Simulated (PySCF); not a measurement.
First SCF of a structure search on triplet B₄, at a hand-made rhombus geometry. PySCF input:

```python
from pyscf import gto, scf, dft
mol = gto.M(atom='''
B      0.000000     0.850000     0.000000
B      0.000000    -0.850000     0.000000
B      1.472200     0.000000     0.000000
B     -1.472200     0.000000     0.000000''',
    basis={'B': 'def2-TZVP'},
    charge=0, spin=2)
mf = dft.UKS(mol, xc='PBE0')
mf.grids.atom_grid = (50, 194)
aux = {'B': 'def2-universal-JKFIT'}
mf = mf.density_fit(auxbasis=aux)
mf.conv_tol = 1e-08
mf.diis_space = 10
mf.max_cycle = 60
mf.init_guess = 'minao'
mf.verbose = 4
mf.kernel()
```

Excerpt of the output (cycles alone):

```
init E= -99.4558602198623
cycle= 1 E= -98.9187582163345  delta_E= 0.537  |g|= 0.156  |ddm|= 1.34
cycle= 2 E= -98.9394386667542  delta_E= -0.0207  |g|= 0.079  |ddm|= 0.419
cycle= 3 E= -98.9474034957628  delta_E= -0.00796  |g|= 0.033  |ddm|= 0.149
cycle= 4 E= -98.9519346251603  delta_E= -0.00453  |g|= 0.0217  |ddm|= 0.102
cycle= 5 E= -98.9552977441577  delta_E= -0.00336  |g|= 0.0247  |ddm|= 0.111
cycle= 6 E= -98.9579574349752  delta_E= -0.00266  |g|= 0.00622  |ddm|= 0.155
cycle= 7 E= -98.9580112053352  delta_E= -5.38e-05  |g|= 0.00271  |ddm|= 0.0153
cycle= 8 E= -98.9580374692192  delta_E= -2.63e-05  |g|= 0.000348  |ddm|= 0.0149
cycle= 9 E= -98.9580378555101  delta_E= -3.86e-07  |g|= 5.17e-05  |ddm|= 0.00186
cycle= 10 E= -98.958037861268  delta_E= -5.76e-09  |g|= 1.21e-05  |ddm|= 0.000165
Extra cycle  E= -98.95803786146  delta_E= -1.92e-10  |g|= 7.98e-06  |ddm|= 3.03e-05
converged SCF energy = -98.95803786146  <S^2> = 2.665155  2S+1 = 3.414765
```

No lower solution of this spin was found from smeared starts or by a stability analysis within the unrestricted form.

The search for the lowest solution, 3 starts and the stability check together, took 12 s on 4 threads of a shared Arm Neoverse V1 host, with 124 basis functions; the process peaked at 0.54 GiB. Launch command: `OMP_NUM_THREADS=4 python axn.py task.json out`.
